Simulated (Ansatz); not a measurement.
Two isomers of CH6BFO2Si: A = `OCB(F)O[SiH3]`, B = `COB(F)O[SiH3]`.

Computed with Ansatz on PBE0-D4/def2-TZVP structures; ΔE is electronic, products minus reactants. CCSD(T)/CBS adds triple-zeta CCSD(T) − MP2 to the extrapolated MP2 energy (def2 sets, frozen cores). DFT in def2-TZVPP. B3LYP here is the variant with VWN-RPA as its local correlation; programs differ in this. Each species was taken in one conformer, which may not be the lowest.

(1) Which isomer does CCSD(T)/CBS put lower? Give the gap. (Estimate.)

(2) Give E(B) − E(A) in kcal/mol with r2SCAN-D4, HF/def2-TZVPP, CCSD/def2-TZVPP, B3LYP, PBE-D4, PBE0-D4, ωB97M-V. (An estimate is asked.)

Largest T1 diagnostic: 0.012.

Answers

(1) The calculation gave: B, by 29.3 kcal/mol.

(2) Ansatz gave: r2SCAN-D4 -29.8, HF/def2-TZVPP -33.3, CCSD/def2-TZVPP -30.1, B3LYP -30.4, PBE-D4 -27.7, PBE0-D4 -28.5, ωB97M-V -28.8. None reverses the order clearly.

From PBE to PBE0 (25 % exact exchange), in def2-TZVPP and without D4, E(B) − E(A) moves by −0.7 kcal/mol. In def2-TZVPP, CCSD(T) changes the Hartree–Fock value by +3.6 kcal/mol (the triples alone add +0.3 kcal/mol) and MP2 by +3.5 kcal/mol.
